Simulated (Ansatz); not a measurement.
A search over several starts for the lowest SCF solution of Zn2S at the given spin, in a small basis.

```yaml
crystal:
  periodic: [false, false, false]
  atoms:
    - {symbol: Zn, position_ang: [1.472877, -0.137966, 1.121672]}
    - {symbol: Zn, position_ang: [-1.810344, -0.019988, -0.410864]}
    - {symbol: S, position_ang: [0.337467, 0.157953, -0.710808]}
basis:
  gaussian: {orbitals: def2-SVP}
hamiltonian: {xc: pbe0, dispersion: d4}
output: {orbitals: {seedname: orbitals}}
```

```sh
$ ansatz run in.yaml --threads 4 --pin off --events-out ev --progress --plain --max-ram 3916MiB
```

Output, abridged:

```
Functional definition: PBE0
755 factors; integrals over basis functions are off by at most 6.9e-4 eV
mean field evaluation 1: about -107636.6784 eV, gradient 3.5e1 eV
mean field evaluation 2: about -107630.4407 eV, gradient 5.9e1 eV
mean field evaluation 4: about -107639.4570 eV, gradient 2.5e0 eV
mean field evaluation 8: about -107639.5473 eV, gradient 6.9e-2 eV
mean field evaluation 16: about -107639.5473 eV, gradient 9.0e-5 eV
mean field -107639.54730211 eV, -3955.6804026470 hartree, gradient 8.3e-6 eV, S^2 0.000000; 0 other end points of the search recorded, 0 dependent functions left out
reference -107639.54733118 eV, -3955.6804037152 hartree; 38, 38 occupied and 42, 42 virtual orbitals, 755 factors
Total energy: -107639.65231360 eV, -3955.6842617478 hartree
```

It took 1.1 s on 4 threads of Arm Neoverse V1 on a shared host.

A triplet lies near this restricted singlet, and broken spin symmetry wasn't tried. At PBE0-D4/def2-TZVP a triplet of charge 0 lies 0.46 eV below the restricted singlet at the same geometry. The structure comes from a short search, and lower isomers may exist.
